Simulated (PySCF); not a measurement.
## Basis and Hamiltonian dependence of the ionisation energy of In⁺

In⁺ [Kr] 4d10 5s2 (1S) → In²⁺ [Kr] 4d10 5s1 (2S). All values are computed (PySCF 2.14, energy differences of UHF-based or UKS calculations, no spin-orbit coupling). Values in eV.

```
                                                                               basis    Hamiltonian  functions     UHF     PBE    PBE0  MP2 (valence)  CCSD(T) (valence)  CCSD(T) (valence and next inner shell)
                                                        aug-cc-pVDZ-PP with ECP28MDF            ECP         32  17.018  19.045  18.717         17.586             17.879                                     n/a
                                                            cc-pVTZ-PP with ECP28MDF            ECP         39  17.012     n/a  18.716         17.645             17.901                                     n/a
                                                               Sapporo-DKH3-DZP-2012  spin-free X2C         52  17.051     n/a     n/a            n/a                n/a                                  18.421
                             def2-TZVPPD with the def2 core potential (28 electrons)            ECP         56  17.010  19.059  18.726         17.649             17.906                                  18.687
                                                                        x2c-TZVPPall  spin-free X2C         60  17.035  18.981  18.678         17.656             17.914                                  18.719
                                                                         x2c-TZVPall  spin-free X2C         60  17.035  18.981  18.678         17.656                n/a                                     n/a
                                                                        ANO-RCC-VTZP  spin-free X2C         68  17.022  18.973  18.659         17.625             17.889                                  18.721
                                                                     aug-cc-pVTZ-DK3  spin-free X2C         68  17.020  18.960  18.653         17.651             17.909                                     n/a
                                                                     aug-cc-pVQZ-DK3  spin-free X2C        102  17.016  18.957  18.650         17.675             17.914                                     n/a
                                                                        x2c-QZVPPall  spin-free X2C        112  17.015  18.975  18.662         17.674             17.913                                     n/a
aug-cc-pVQZ-PP with one added diffuse shell each of s, p, d, f, g type with ECP28MDF            ECP        117  17.009  19.049  18.716         17.674                n/a                                     n/a
              aug-cc-pwCVTZ-DK3 with one added diffuse shell each of s, p, d, f type  spin-free X2C        125  17.014  18.975  18.662         17.665                n/a                                     n/a
                   x2c-QZVPPall with one added diffuse shell each of s, p, d, f type  spin-free X2C        128  17.015  18.975  18.662         17.674                n/a                                     n/a
                                                        aug-cc-pV5Z-PP with ECP28MDF            ECP        139  17.008  19.054  18.719         17.687                n/a                                     n/a
```

Extrapolation of CCSD(T) (valence) from aug-cc-pVTZ-DK3 and aug-cc-pVQZ-DK3: the correlation parts are 0.889 and 0.899 eV; with the X⁻³ form and unrounded values, (4³ × 0.899 − 3³ × 0.889)/(4³ − 3³) = 0.905 eV, and adding the Hartree-Fock value 17.016 eV of the larger basis gives 17.921 eV.

Frozen in the all-electron rows: valence and next inner shell: [Ar] 3d10; valence: [Kr] 4d10; with a core potential, the same shells as far as they lie outside it.

Reference for a calculation without spin-orbit coupling: 18.870 eV (measured, between term centres; NIST).
